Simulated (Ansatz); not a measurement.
```xyz
10

N     1.6921    0.4842   -0.0061
C     0.4579    0.8490   -0.1440
O    -2.1322   -0.7172   -0.8540
F     0.3556    2.0645   -0.6233
Al   -1.0629   -0.4884    0.4770
H     1.8368   -0.4531    0.3518
H     2.4809    1.0816   -0.2252
H    -2.0038   -1.4291   -1.4768
H     0.0347   -1.6611    0.7522
H    -1.6589    0.2697    1.7483
```

Total charge 0; spin multiplicity 1. The bonds changed during the relaxation, so this is another structure than the one it started from.

(1) List the PBE0/def2-TZVPP orbital energies in eV (the Gaussian-basis code of Ansatz). (Estimate.)

## Answers

(1) Computed: Occupied: -1526.27, -676.16, -521.02, -394.30, -282.71, -112.15, -72.21, -72.13, -72.10, -36.38, -28.24, -26.07, -19.89, -17.76, -16.72, -15.13, -14.09, -12.95, -11.38, -10.97, -9.02, -8.42, -7.67, -7.32. Lowest empty: -1.91, 0.15, 1.09, 1.21, 2.06, 2.44, 2.76, 3.37.
